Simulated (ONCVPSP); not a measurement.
In, ONCV: configuration errors across variants

In, optimised norm-conserving Vanderbilt (ONCV), made with ONCVPSP 4.0.1 (Wu-Cohen, scalar-relativistic). Core [Ar] 3d10, reference 4s2 4p6 4d10 5s2 5p1. Waves: 4s+5s: rc 1.50 bohr, ncon 3, nbas 7, qcut 9.9 1/bohr, 2 projectors; 4p+5p: rc 1.80 bohr, ncon 5, nbas 8, qcut 9 1/bohr, 2 projectors; 4d: rc 1.45 bohr, ncon 4, nbas 8, qcut 9.5 1/bohr, local. Local part: the d channel. Core correction: Teter function, fcfact 4.25, rcfact 1.5.

All-electron excitation energies from the reference (eV): (1) 4s2 4p6 4d10 5s2 5p0 5.351; (2) 4s2 4p6 4d10 5s1 5p0 24.649; (3) 4s2 4p6 4d10 5s1 5p2 5.903.

Errors AE − PS in meV (a dash: test not solved or not reliable):

| change | (1) | (2) | (3) | bound ghosts | GHOST(+) flags above zero |
| --- | --- | --- | --- | --- | --- |
| base | -1.2 | -5.6 | -0.9 | none | s |
| all radii but the core radius scaled by about 0.80 (s 1.20, p 1.44, d 1.16 bohr) | -1.1 | -4.5 | -0.5 | none | s |
| all radii but the core radius scaled by about 0.90 (s 1.36, p 1.62, d 1.30 bohr) | -1.2 | -5.1 | -0.7 | none | s |
| all radii but the core radius scaled by about 1.05 (s 1.58, p 1.88, d 1.52 bohr) | -1.3 | -6.0 | -1.1 | none | s |
| all radii but the core radius scaled by about 1.12 (s 1.68, p 2.02, d 1.62 bohr) | -1.3 | -6.6 | -1.4 | none | s, p |
| all radii but the core radius scaled by about 1.23 (s 1.84, p 2.20, d 1.78 bohr) | -1.3 | -7.1 | -1.8 | none | s |

(1) Give the same row for: all radii but the core radius scaled by about 1.31 (s 1.96, p 2.36, d 1.90 bohr).

## Answers

(1) -1.3, -7.9, -2.0; bound ghosts: none; GHOST(+) flags above zero: s.
